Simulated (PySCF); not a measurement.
C₁₂H₈, SMILES c1cccc2-c3ccccc3-c21.

Geometry: B3LYP-D3(BJ)/def2-SVP.

The numbers are results of TDA-PBE/def2-SVP (PySCF 2.14.0), not measurements.

Vertical excitations. The molecule is in vacuum. State labels are in the subgroup D2h.

```
state  symmetry  energy (eV)  λ (nm)      f                          main pairs
-----  --------  -----------  ------  -----  ----------------------------------
S1          B3g         3.25     382  0.000                      HOMO→LUMO 97 %
S2          B1u         3.70     335  0.049  HOMO→LUMO+1 58 %, HOMO−1→LUMO 42 %
S3           Ag         4.83     257  0.000  HOMO−2→LUMO 70 %, HOMO→LUMO+3 28 %
S4          B2u         4.90     253  0.000  HOMO→LUMO+2 52 %, HOMO−3→LUMO 47 %
S5          B3g         5.26     236  0.000                  HOMO−1→LUMO+1 87 %
S6          B1u         5.40     230  1.619  HOMO−1→LUMO 51 %, HOMO→LUMO+1 36 %
T1          B3g         2.40     516      0                      HOMO→LUMO 98 %
T2          B1u         3.10     400      0                    HOMO→LUMO+1 97 %
```
Triplets are in the Tamm–Dancoff approximation.
